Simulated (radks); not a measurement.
Task: Hg1.3+, 78.7 electrons, occupied as [Xe] 4f14 5d(3/2: 4, 5/2: 5.7) 6s1 (fractional occupations, a model configuration). All-electron calculation, Dirac Kohn-Sham, BLYP, spin-unpolarised, spherical densities, finite nucleus; Fermi nuclear charge, rms radius 5.4648 fm. Program: a radial shooting solver on a logarithmic mesh with Libxc functionals. Some entries of the table are withheld. Estimate them.

| orbital | occ. | eigenvalue (hartree) | <1/r> (bohr^-1) |
|---|---|---|---|
| 1s1/2 | 2 | -3050.815 | (1) |
| 2s1/2 | 2 | -540.6954 | 24.02 |
| 2p1/2 | 2 | -518.9825 | 23.98 |
| 2p3/2 | 4 | -447.3902 | 19.41 |
| 3s1/2 | 2 | -128.6514 | 8.814 |
| 3p1/2 | 2 | -118.8282 | 8.730 |
| 3p3/2 | 4 | -102.9716 | 7.537 |
| 3d3/2 | 4 | -86.63565 | 7.436 |
| 3d5/2 | 6 | -83.23750 | 7.166 |
| 4s1/2 | 2 | -28.64538 | 3.734 |
| 4p1/2 | 2 | -24.42668 | (2) |
| 4p3/2 | 4 | -20.59648 | (3) |
| 4d3/2 | 4 | -13.68446 | 3.011 |
| 4d5/2 | 6 | -12.97041 | 2.916 |
| 5s1/2 | 2 | -4.80644 | 1.525 |
| 4f5/2 | 6 | -4.07493 | 2.553 |
| 4f7/2 | 8 | -3.92081 | 2.516 |
| 5p1/2 | 2 | -3.41174 | 1.399 |
| 5p3/2 | 4 | -2.73704 | 1.246 |
| 5d3/2 | 4 | (4) | 0.9276 |
| 5d5/2 | 5.7 | (5) | 0.8892 |
| 6s1/2 | 1 | -0.64881 | 0.5180 |

Result: 
(1) 1s1/2 <1/r> (bohr^-1): 97.50
(2) 4p1/2 <1/r> (bohr^-1): 3.626
(3) 4p3/2 <1/r> (bohr^-1): 3.212
(4) 5d3/2 eigenvalue (hartree): -0.86448
(5) 5d5/2 eigenvalue (hartree): -0.79413
